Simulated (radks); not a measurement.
Pt II, configuration [Xe] 4f14 5d9.

Calculated with a radial shooting solver on a logarithmic mesh with Libxc functionals: Dirac Kohn-Sham, Wu-Cohen GGA, spin-unpolarised, spherical densities, finite nucleus; open shells fill j = l - 1/2 first; Fermi nuclear charge, rms radius 5.427 fm.

Energy parts (eV):
total: -501814.21
kinetic: 573754.26
electron-nucleus: -1260870.32
Hartree: 194981.67
exchange-correlation: -9679.82

Orbitals (lengths in bohr, moments of r in powers of bohr; r(max) is where P^2 peaks):
orbital  occ.  eigenvalue (eV)      <r>       <r^4>   r(max)      <r^2>
1s1/2       2        -78273.74  0.01716   4.525e-07  0.01062  0.0004064
2s1/2       2        -13747.40  0.07171  0.00006625  0.06145   0.006147
2p1/2       2        -13181.98  0.05906  0.00003944  0.04532   0.004356
2p3/2       4        -11452.98  0.06749  0.00006033  0.05259   0.005546
3s1/2       2        -3234.924   0.1866    0.002417   0.1729    0.03996
3p1/2       2        -2979.894   0.1768    0.002111   0.1614    0.03647
3p3/2       4        -2599.861   0.1923    0.002888   0.1762    0.04292
3d3/2       4        -2173.005   0.1676    0.001925   0.1374    0.03299
3d5/2       6        -2091.084   0.1723    0.002116   0.1415    0.03475
4s1/2       2        -701.2239   0.4150     0.05485   0.3904     0.1947
4p1/2       2        -592.8271   0.4179     0.05880   0.3888     0.1989
4p3/2       4        -502.2700   0.4518     0.07997   0.4194     0.2322
4d3/2       4        -324.2188   0.4618     0.09709   0.4130     0.2468
4d5/2       6        -307.3794   0.4730      0.1067   0.4225     0.2587
4f5/2       6         -79.9532   0.5127      0.2160   0.3826     0.3204
4f7/2       8         -76.4992   0.5200      0.2296   0.3873     0.3298
5s1/2       2        -109.7140   0.9538       1.526   0.8700      1.022
5p1/2       2         -75.1306    1.035       2.237   0.9218      1.214
5p3/2       4         -60.1958    1.136       3.288    1.003      1.464
5d3/2       4         -15.1319    1.606       18.07    1.240      3.071
5d5/2       5         -13.7614    1.677       21.91    1.282      3.359

The highest occupied level is 5d5/2 at -13.761 eV. For comparison, the ionisation energy in NIST's Atomic Spectra Database is 18.6 eV (measured). In exact Kohn-Sham theory the highest level is minus the ionisation energy, but local and semilocal functionals leave it too shallow, through self-interaction and a potential that decays too fast; potentials with the right tail come closer. Summed over all electrons, <r^2> = 48.93 bohr^2, which gives a Langevin (diamagnetic) susceptibility term of -38.8 x 10^-6 cm^3/mol. The density falls to 0.001 e/bohr^3 at r = 3.84 bohr.

Beside tabulated values, note that spin-unpolarised runs miss the spin-polarisation part of the exchange energy of open shells.
